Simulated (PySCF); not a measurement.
Orbital gap (eV) of eight silicon and germanium compounds: PBE beside PBE0, computed with PySCF for isolated molecules in the bases named; differences from unrounded values. The eight are the first of their class met in an unordered collection, after screening for sound electronic states; none was chosen by its value. Each molecule has one DFT geometry for both levels.

```json
[
 {"molecule": "Si(F)3(NCO) (CF3NOSi), SMILES O=C=N[Si](F)(F)F", "basis": "def2-TZVP", "PBE0": "9.80", "PBE": "7.26", "difference": "-2.54"},
 {"molecule": "C₂H₁₀N₂Si₂, SMILES N[Si@H]1NC[SiH2]C1", "basis": "def2-TZVP", "PBE0": "7.45", "PBE": "5.33", "difference": "-2.11"},
 {"molecule": "CH₁₁NSi₃, SMILES C[SiH2]N[SiH2][SiH3]", "basis": "def2-TZVP", "PBE0": "6.82", "PBE": "4.77", "difference": "-2.05"},
 {"molecule": "C3H5ClOSi, SMILES C1[Si@@H](Cl)OC=C1", "basis": "def2-TZVP", "PBE0": "7.09", "PBE": "4.90", "difference": "-2.19"},
 {"molecule": "Ge(Cl)3(SH) (Cl₃GeHS), SMILES [SH][Ge]([Cl])([Cl])[Cl]", "basis": "def2-TZVP", "PBE0": "6.08", "PBE": "3.85", "difference": "-2.23"},
 {"molecule": "1,3-disilylpropan-2-ylsilane (C3H14Si3), SMILES [SiH3]CC([SiH3])C[SiH3]", "basis": "def2-TZVP", "PBE0": "8.00", "PBE": "6.02", "difference": "-1.98"},
 {"molecule": "C4H12OSi, SMILES CC[Si@H](C)OC", "basis": "def2-TZVP", "PBE0": "8.56", "PBE": "6.33", "difference": "-2.23"},
 {"molecule": "FH₇OSi₃, SMILES O[SiH2][Si@H](F)[SiH3]", "basis": "def2-TZVP", "PBE0": "6.52", "PBE": "4.55", "difference": "-1.97"}
]
```

PBE lies below PBE0 in 8 and above it in 0 of the eight; the mean signed difference is -2.16 and the largest -2.54 eV.
